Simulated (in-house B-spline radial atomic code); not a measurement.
Configurations of Rb, with energies counted from [Kr] 5s1. Method: scalar-relativistic (X2C) B97-1, spin-polarised, spherical fractional occupations, exact exchange averaged over the configuration, Fermi nucleus of rms radius 4.2036 fm. Calculated with a B-spline radial code for spherical atoms. Shells without spins written out take the highest spin.

Occupations are held fixed; configurations that lie above the ionisation limit could autoionise.

| configuration | E - E(ref) (eV) | highest orbital | its <r> (bohr) |
| --- | --- | --- | --- |
| [Ar] 3d10 4s2 4p5 4d1 5s1 | 17.335 | 4d up | 3.973 |
| [Ar] 3d10 4s1 4p6 5s1 6s1 | 36.113 | 6s up | 10.56 |
| [Ar] 3d9 4s2 4p6 4d1 5s1 | 113.3 | 4d up | 3.782 |
| [Ne] 3s2 3p5 3d10 4s2 4p6 5s1 5f1 | 239.87 | 5f up | 28.32 |

(1) Order these further configurations by energy, lowest first.
A. [Kr] 6f1
B. [Ar] 3d10 4s1 4p6 5s1 6p1
C. [Ar] 3d9 4s2 4p6 5s1 6p1
D. [Ar] 3d9 4s2 4p6 5s1 6s1
E. [Ne] 3s2 3p5 3d10 4s2 4p6 5s1 6s1

Results:

(1) A (3.551 eV), B (36.617 eV), D (114.91 eV), C (115.41 eV), E (238.43 eV).
